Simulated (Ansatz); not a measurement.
Energy profile

The step: Si₂H₅F ([F][SiH2][SiH3]) + H₂O → Si₂H₆O ([OH][SiH2][SiH3]) + HF; bonds formed: Si1–O7, F2–H6; bonds broken: Si1–F2, H6–O7 (atoms numbered as in the saddle structure below).

Si1  (-0.360, -0.226, -0.619)
F2  (1.127, 1.081, -0.823)
H3  (0.008, -0.718, -1.968)
H4  (-1.762, -0.769, -0.473)
Si5  (0.742, -0.980, 1.294)
H6  (0.028, 1.772, -0.801)
O7  (-0.997, 1.502, -0.578)
H8  (0.517, 0.018, 2.377)
H9  (0.171, -2.282, 1.737)
H10  (2.202, -1.132, 1.071)
H11  (-1.676, 1.734, -1.218)
(Å)

Electronic energies by CCSD(T) at an estimated basis limit (MP2 extrapolated from triple and quadruple zeta, plus CCSD(T) − MP2 in triple zeta), on PBE0-D4/def2-TZVP structures; Si2H7OF, singlet; no counterpoise correction. Computed with Ansatz 0.2.0 (basis: def2-TZVPP and def2-QZVPP); correlated methods freeze the cores. Extrapolation: Hartree–Fock as exp(−7.88 √X), correlation as X^−2.97.

Q: Give the profile in kJ/mol, counted from the separated reactants. (To be estimated.)

A: The calculation gives:
```tsv
point	kJ/mol
separated: Si2H5F (linked as [F][SiH2][SiH3]; Si1, F2, H3, H4, Si5, H8, H9, H10; singlet) + H2O (H6, O7, H11; singlet)	0.0
start structure	-16.5
saddle	113.9
end structure	6.6
separated: Si2H6O (linked as [OH][SiH2][SiH3]; Si1, H3, H4, Si5, O7, H8, H9, H10, H11; singlet) + HF (F2, H6; singlet)	41.9
```

T1 diagnostic: at most 0.013.

The step is the kind of ligand exchange by which a precursor binds to a hydroxyl group, or is hydrolysed, in atomic layer deposition of oxides.

For scale, one of the runs: CCSD(T)/def2-TZVPP, 244 basis functions, launched by `ansatz run in.yaml --threads 4 --pin off --events-out ev --progress --plain --max-ram 9574MiB`. Time: 96 s of wall clock on 4 CPU threads of an Arm Neoverse V2; the host was shared. Peak host memory: 4.7 GiB.
